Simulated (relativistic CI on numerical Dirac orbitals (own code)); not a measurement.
**Electric-dipole lines of Ru XII**

Method of calculation: Dirac-Coulomb-Breit CI, separate exchange-only KLI orbitals for each configuration, QED by a radiative potential, unscaled Slater integrals (own radial code, finite nucleus).

CI space (outside the closed core [Ar] 3d10): 4s²4p³, 4s4p⁴, 4p⁵, 4s²4p²4d, 4s4p³4d, 4s²4p²4f, 4s4p³4f, 4p⁴4d, 4s²4p²5s, 4s4p²4d², 4s²4p²5p, 4s²4p4d4f, 4p⁴5s, 4p⁴4f, 4s4p³5s, 4s²4p²5d, 4s4p²4d5s, 4s4p³5p, 4s²4p4f5s, 4s²4p²6s, 4s²4p²5f, 4s²4p²6p, 4s²4p²5g, 4p³4d4f, 4s4p³5d, 4s²4p²6d, 4s4p²5s², 4s²4p4d², 4s²4d³, 4s4p4d³, 4s²4d²4f, 4s4p4d²4f, 4s²4d²5s, 4p³4d², 4p²4d³, 4p²4d²4f, 4p²4d²5s, 4s²4p4f², 4s²4d4f², 4s4p4d4f², 4s²4f³, 4s4p4f³, 4s²4f²5s, 4s²4p4d5s, 4s4p4d²5s, 4s²4d4f5s, 4s4p4d4f5s, 4s²4d5s², 4p³4f², 4p²4d4f², 4p²4f³, 4p²4f²5s, 4s4p²4d4f, 4s²4p5s², 4s4p4d5s², 4s²4f5s², 4s4p4f5s², 4p³4d5s, 4p²4d4f5s, 4p²4d5s², 4s4p²4f5s, 4s4p4f²5s. Double excitations out of closed p, d and f shells are left out; levels of such configurations are missing from the list, as are those of other unlisted configurations, and high levels can miss mixing partners. These lack a partner that the ground configuration has and come out too high: 4s²4p²5p, 4s²4p²5d, 4s4p³5p, 4s²4p²6s, 4s²4p²5f.

| λ vac (nm) | Lower | Upper | A (s⁻¹) | gf | Branching (%) |
| --- | --- | --- | --- | --- | --- |
| 19.425 | 4s²4p³ ²D°5/2 [3] | 4s²4p²4d ²F7/2 [39] | 2.26e+11 | 1.02e+01 | 100.0 |
| 19.436 | 4s4p⁴ ⁴P5/2 [6] | 4s4p³4d ⁴D°7/2 [84] | 1.38e+11 | 6.25e+00 | 96.1 |
| 19.443 | 4s4p⁴ ²D3/2 [9] | 4s4p³4d ²F°5/2 [105] | 1.31e+11 | 4.45e+00 | 74.5 |
| 19.454 | 4s²4p³ ²P°1/2 [4] | 4s²4p²4d ²D3/2 [40] | 1.25e+11 | 2.84e+00 | 67.8 |
| 19.497 | 4s4p⁴ ²D5/2 [10] | 4s4p³4d ²F°7/2 [109] | 1.58e+11 | 7.21e+00 | 94.2 |
| 19.503 | 4s²4p³ ²D°3/2 [2] | 4s²4p²4d ²F5/2 [36] | 1.65e+11 | 5.63e+00 | 76.9 |
| 19.566 | 4s4p⁴ ²D5/2 [10] | 4s4p³4d ²F°7/2 [107] | 6.24e+10 | 2.86e+00 | 78.6 |
| 19.721 | 4s²4p³ ⁴S°3/2 [1] | 4s²4p²4d ²D3/2 [30] | 6.70e+10 | 1.56e+00 | 86.6 |
| 19.838 | 4s4p⁴ ⁴P3/2 [7] | 4s4p³4d ⁴D°5/2 [89] | 7.98e+10 | 2.83e+00 | 75.9 |
| 19.868 | 4s²4p²4d ⁴F7/2 [17] | 4s²4p4d² ⁴F°7/2 [158] | 8.35e+10 | 3.95e+00 | 49.2 |
| 19.918 | 4s4p⁴ ⁴P5/2 [6] | 4s4p³4d ⁴P°5/2 [78] | 7.18e+10 | 2.56e+00 | 82.1 |
| 19.936 | 4s4p⁴ ²S1/2 [11] | 4s4p³4d ²P°3/2 [119] | 1.18e+11 | 2.80e+00 | 74.9 |
| 19.968 | 4s4p⁴ ⁴P5/2 [6] | 4s4p³4d ⁴P°3/2 [77] | 1.26e+11 | 3.02e+00 | 92.9 |
| 20.031 | 4s²4p³ ²D°3/2 [2] | 4s²4p²4d ²D3/2 [33] | 1.18e+11 | 2.84e+00 | 75.9 |
| 20.054 | 4s²4p³ ⁴S°3/2 [1] | 4s²4p²4d ⁴P3/2 [29] | 1.06e+11 | 2.55e+00 | 89.5 |
| 20.102 | 4s²4p²4d ²G7/2 [25] | 4s²4p²4f ²H°9/2 [180] | 1.30e+11 | 7.90e+00 | 67.9 |
| 20.111 | 4s4p⁴ ²P3/2 [12] | 4s²4p²4f ²D°5/2 [120] | 8.01e+10 | 2.91e+00 | 69.4 |
| 20.112 | 4s²4p²4d ²G9/2 [26] | 4s²4p4d² ²H°11/2 [189] | 1.82e+11 | 1.32e+01 | 93.5 |
| 20.150 | 4s²4p²4d ²F7/2 [39] | 4s²4p4d² ²G°9/2 [237] | 3.96e+11 | 2.41e+01 | 98.2 |
| 20.151 | 4s²4p²4d ²F5/2 [36] | 4s²4p4d² ²G°7/2 [228] | 3.40e+11 | 1.65e+01 | 86.8 |
| 20.191 | 4s²4p³ ²P°3/2 [5] | 4s²4p²4d ²D5/2 [41] | 1.87e+11 | 6.87e+00 | 93.6 |
| 20.192 | 4s4p⁴ ²D5/2 [10] | 4s4p³4d ²D°5/2 [103] | 7.47e+10 | 2.74e+00 | 74.8 |
| 20.209 | 4s²4p³ ⁴S°3/2 [1] | 4s²4p²4d ⁴P5/2 [27] | 1.46e+11 | 5.36e+00 | 87.9 |
| 20.251 | 4s²4p²4d ⁴F9/2 [21] | 4s²4p4d² ⁴F°9/2 [160] | 1.18e+11 | 7.25e+00 | 63.3 |
| 20.322 | 4s²4p²4d ⁴D7/2 [23] | 4s²4p4d² ²G°9/2 [171] | 9.11e+10 | 5.64e+00 | 48.7 |
| 20.395 | 4s²4p²4d ²D3/2 [33] | 4s²4p4d² ²F°5/2 [211] | 2.06e+11 | 7.71e+00 | 67.2 |
| 20.431 | 4s²4p²4d ⁴F9/2 [21] | 4s²4p²4f ⁴G°11/2 [157] | 1.56e+11 | 1.17e+01 | 95.4 |
| 20.445 | 4s²4p²4d ⁴F7/2 [17] | 4s²4p²4f ⁴G°9/2 [149] | 7.00e+10 | 4.38e+00 | 48.1 |
| 20.482 | 4s4p⁴ ²P1/2 [13] | 4s²4p²4f ²D°3/2 [131] | 1.21e+11 | 3.04e+00 | 81.8 |
| 20.541 | 4s²4p²4d ⁴F5/2 [15] | 4s²4p²4f ⁴G°7/2 [139] | 8.65e+10 | 4.38e+00 | 68.8 |
| 20.642 | 4s²4p²4d ²D3/2 [40] | 4s²4p4d² ²F°5/2 [247] | 2.90e+11 | 1.11e+01 | 86.9 |
| 20.647 | 4s²4p²4d ⁴P5/2 [27] | 4s²4p4d² ⁴D°7/2 [179] | 2.71e+11 | 1.39e+01 | 89.7 |
| 20.681 | 4s²4p²4d ²D5/2 [41] | 4s²4p4d² ²G°7/2 [251] | 3.40e+11 | 1.74e+01 | 93.0 |
| 20.709 | 4s4p⁴ ²P3/2 [12] | 4s4p³4d ²P°3/2 [115] | 1.38e+11 | 3.54e+00 | 68.9 |
| 20.713 | 4s²4p²4d ²D5/2 [34] | 4s²4p4d² ²F°7/2 [208] | 1.21e+11 | 6.21e+00 | 46.7 |
| 20.756 | 4s²4p²4d ²G7/2 [25] | 4s²4p4d² ²G°7/2 [172] | 1.07e+11 | 5.52e+00 | 57.6 |
| 20.772 | 4s²4p²4d ²F5/2 [16] | 4s²4p²4f ²G°7/2 [144] | 1.07e+11 | 5.56e+00 | 71.1 |
| 20.854 | 4s²4p²4d ²D3/2 [30] | 4s²4p4d² ⁴D°5/2 [185] | 1.46e+11 | 5.73e+00 | 55.5 |
| 20.879 | 4s²4p²4d ²P3/2 [24] | 4s4p³4d ²D°5/2 [166] | 1.25e+11 | 4.90e+00 | 58.3 |
| 20.888 | 4s²4p³ ²D°5/2 [3] | 4s²4p²4d ²D5/2 [32] | 9.06e+10 | 3.56e+00 | 69.0 |
| 20.992 | 4s²4p²4d ²D5/2 [32] | 4s²4p²4f ²F°7/2 [197] | 1.30e+11 | 6.87e+00 | 67.4 |
| 21.005 | 4s²4p²4d ⁴D7/2 [23] | 4s²4p4d² ²F°7/2 [165] | 9.71e+10 | 5.14e+00 | 77.1 |
| 21.082 | 4s²4p²4d ⁴D7/2 [23] | 4s²4p²4f ²G°9/2 [164] | 8.03e+10 | 5.35e+00 | 57.4 |
| 21.349 | 4s²4p³ ²P°3/2 [5] | 4s²4p²4d ²P3/2 [38] | 7.57e+10 | 2.07e+00 | 56.3 |
| 23.266 | 4s²4p³ ²D°5/2 [3] | 4s²4p²4d ²P3/2 [24] | 4.69e+10 | 1.52e+00 | 50.3 |

Terms are leading LS components. Brackets give the number of a level in order of energy, since labels repeat. The list gives strong lines, with weight on those to low levels, without lines whose two gauges differ by over a factor of 2.5, among the lowest 400 of 11392 levels, so that lines to higher ones, which can be the strongest, are missing. Levels whose partners in the same complex of configurations lie outside the list can be far off, and so can their lines. Rates are taken at the computed energies, electric ones in the length gauge.

At this charge energies of transitions that change n are usually good to better than 1 %, and those within a shell (Δn = 0) to a few per cent.

LS names give the leading component of a level, which can be under half, so a name can repeat, a term be missing and a line seem to break the LS rules.
